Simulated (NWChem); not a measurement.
System: C2H2I2; SMILES C=C(I)I

All runs: NWChem. All runs use the structure optimised with PBE0/def2-SVP. def2 effective core potentials on I; no spin-orbit coupling.

Q: Estimate the computed values for MPW1K/def2-SVP. Quantities: highest occupied level (eV); orbital gap (eV); dipole (D).

A: The highest occupied level (eV) is -7.91. The orbital gap (eV) is 6.78 and the dipole (D) is 1.12.
